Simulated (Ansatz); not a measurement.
Reaction (silylene formation by 1,1-elimination): `N[Si](O)(F)CF` → `N[Si]F` + `OCF`

Program: Ansatz. Geometries: PBE0-D4/def2-TZVP. ΔE: electronic, gas phase. CBS: MP2 limit from def2 TZ/QZ plus the TZ coupled-cluster correction, frozen cores. This one scheme is used for every species. Functionals use def2-TZVPP. Each species was taken in one conformer, which may not be the lowest.

Problem. Is it downhill or uphill in electronic energy at CCSD(T)/CBS, and by how much? (Estimate.)

Solution. The calculation gave: Uphill: ΔE = +67.8 kcal/mol.

Problem. What do these levels give: PBE-D4, B97M-V, BLYP, BHLYP, CAM-B3LYP, SCS-MP2/def2-TZVPP? (An estimate is asked.)

Solution. Computed: PBE-D4 61.9, B97M-V 66.8, BLYP 55.0, BHLYP 66.3, CAM-B3LYP 64.6, SCS-MP2/def2-TZVPP 67.1 kcal/mol.

Problem. What do rigid-rotor, harmonic-oscillator terms from PBE0-D4/def2-TZVP frequencies (298.15 K, 1 bar) make of the CCSD(T)/CBS value? (Estimate.)

Solution. The calculation gave: ΔZPE = -0.1 kcal/mol, ΔH = +67.7 kcal/mol, ΔS = 156 J/(mol·K), ΔG = +56.5 kcal/mol.

Largest T1 diagnostic among the species: 0.014.

Leaving LDA and LC-ωPBE aside and taking each functional with its dispersion term where it has one, the values, not all of them listed here, spread over 11.4 kcal/mol, from BLYP-D4 to r2SCAN0-D4. LDA lies +8.0 kcal/mol from PBE without D4. From PBE to PBE0 (25 % exact exchange), in def2-TZVPP and without D4, ΔE moves by +5.1 kcal/mol.
